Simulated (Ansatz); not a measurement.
Cost and result for the atomization energy of `Br[SiH]1C=NC1` (9 atoms, 9 bonds).

Z-matrix (Å, degrees):
```
Si
C 1 1.865
N 1 2.346 2 33.0
Br 1 2.221 2 121.0 3 -120.3
C 1 1.888 2 72.1 3 -5.0
H 1 1.486 2 116.5 3 108.1
H 2 1.088 1 143.9 3 -173.7
H 5 1.092 1 120.2 2 118.1
H 5 1.091 1 116.8 2 -107.0
```

Charge 0, multiplicity 1. Correlated methods include outer-core shells of Br, which these sets cover unevenly. Scalar relativity is left out up to krypton. The geometry is a stationary point of PBE0-D4/def2-TZVP. Program: Ansatz. All runs use 4 threads of an Arm Neoverse V1 on a shared host. Times are those of one run each, without the atoms' runs, and a repeat can differ threefold. Electronic energies, without spin–orbit coupling; frozen cores. CCSD(T)/CBS adds CCSD(T) − MP2 in def2-TZVPP to the MP2 limit, and its time is that of the two runs behind it. T1 = 0.011; the RHF reference is unstable towards UHF. With those shells the extrapolation isn't a true limit. B3LYP takes the VWN-RPA correlation (the form of Gaussian; ORCA's B3LYP/G).

CCSD(T)/CBS is a level of theory with its own doubt, some kJ/mol a heavy atom from the limit and from the frozen cores, so smaller differences don't rank the functionals.

```tsv
level	functions	wall time
PBE-D4/def2-TZVPP (with forces)	239	2.9 s
PBE0-D4/def2-TZVPP	239	3.8 s
r2SCAN-D4/def2-TZVPP (with forces)	239	6 s
B3LYP-D4/def2-TZVPP (with forces)	239	6 s
B2PLYP/def2-TZVPP	239	7 s
ωB97X-V/def2-TZVPP	239	9.5 s
ωB97M-V/def2-TZVPP (with forces)	239	14 s
MP2/def2-QZVPP	450	31 s
CCSD(T)/def2-TZVPP	239	3.5 min
CCSD(T)/CBS(def2)	–	4 min
```

(1) What atomization energy does each give, and how far from CCSD(T)/CBS? (Estimate.)

## Answers

(1) The calculation gave: 
| level | atomization (kJ/mol) | difference from CCSD(T)/CBS | per bond |
| --- | --- | --- | --- |
| PBE-D4/def2-TZVPP (with forces) | 3462.5 | 106.3 | 11.8 |
| PBE0-D4/def2-TZVPP | 3383.3 | 27.1 | 3.0 |
| r2SCAN-D4/def2-TZVPP (with forces) | 3363.8 | 7.6 | 0.8 |
| B3LYP-D4/def2-TZVPP (with forces) | 3348.6 | -7.6 | -0.8 |
| B2PLYP/def2-TZVPP | 3312.2 | -44.0 | -4.9 |
| ωB97X-V/def2-TZVPP | 3372.5 | 16.3 | 1.8 |
| ωB97M-V/def2-TZVPP (with forces) | 3365.4 | 9.2 | 1.0 |
| MP2/def2-QZVPP | 3389.8 | 33.6 | 3.7 |
| CCSD(T)/def2-TZVPP | 3246.6 | -109.6 | -12.2 |
| CCSD(T)/CBS(def2) | 3356.2 | 0.0 | 0.0 |

In def2-TZVPP, CCSD(T) changes the Hartree–Fock value by +919.9 kJ/mol (the triples alone add +70.2 kJ/mol) and MP2 by +998.3 kJ/mol; breaking electron pairs costs correlation energy, which Hartree–Fock lacks. From PBE to PBE0 (25 % exact exchange), in def2-TZVPP and without D4, the atomization energy moves by −75.7 kJ/mol: exact exchange takes away binding that semilocal exchange gives to molecules. The D4 term adds +37.2 kJ/mol with B3LYP and +19.4 kJ/mol with PBE0; it sums over pairs of atoms, weighted by their polarisabilities, and B3LYP, whose exchange is more repulsive, gets the larger term.
